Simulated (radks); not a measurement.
Q: Radial electron density D(r) = 4 pi r^2 rho(r) of an atom or ion with 52 electrons. Calculated with a radial shooting solver on a logarithmic mesh with Libxc functionals: Dirac Kohn-Sham, LDA (Slater exchange, Perdew-Zunger correlation), spin-unpolarised, spherical densities, point nucleus.

```
   r/bohr * D(r) (the largest magnitude, 90.7, reaches the edge; | marks zero)
 0.004095 |           *
 0.004729 |              *
 0.005505 |                 *
 0.006358 |                     *
 0.007342 |                        *
 0.008548 |                            *
 0.009872 |                                *
  0.01149 |                                    *
  0.01327 |                                       *
  0.01545 |                                         *
  0.01784 |                                          *
  0.02077 |                                          *
  0.02399 |                                         *
  0.02793 |                                       *
  0.03225 |                                     *
  0.03755 |                                     *
  0.04337 |                                      *
  0.05008 |                                         *
   0.0583 |                                              *
  0.06733 |                                                   *
  0.07839 |                                                      *
  0.09053 |                                                     *
   0.1054 |                                                 *
   0.1217 |                                            *
   0.1417 |                                       *
   0.1636 |                                       *
   0.1905 |                                          *
     0.22 |                                             *
   0.2541 |                                             *
   0.2958 |                                       *
   0.3416 |                             *
   0.3977 |                    *
   0.4593 |               *
   0.5347 |               *
   0.6175 |                 *
   0.7189 |                 *
   0.8302 |              *
   0.9665 |          *
    1.116 |      *
    1.299 |    *
    1.501 |   *
    1.733 |  *
    2.018 | *
     2.33 | *
    2.713 |*
    3.133 *
    3.647 *
    4.212 *
    4.903 *
    5.663 *
    6.592 *
```

What is the nuclear charge?

A: Z = 54. The innermost maximum, from 1s, lies near gamma/Z bohr with gamma = sqrt(1 - (Z/c)^2) = 0.919, here 0.017 bohr (found: 0.0187), and its height grows with Z. The density is that of the xenon ion Xe2+ in [Kr] 4d10 5s2 5p4; the configuration itself is not fixed sharply by these data, and Z only to a few units. D(r) has 4 maxima, at r = 0.0187, 0.0822, 0.236, 0.669 bohr, and minima at 0.0367, 0.156, 0.494 bohr, inside which lie 2.03, 11.23, 28.99 electrons.
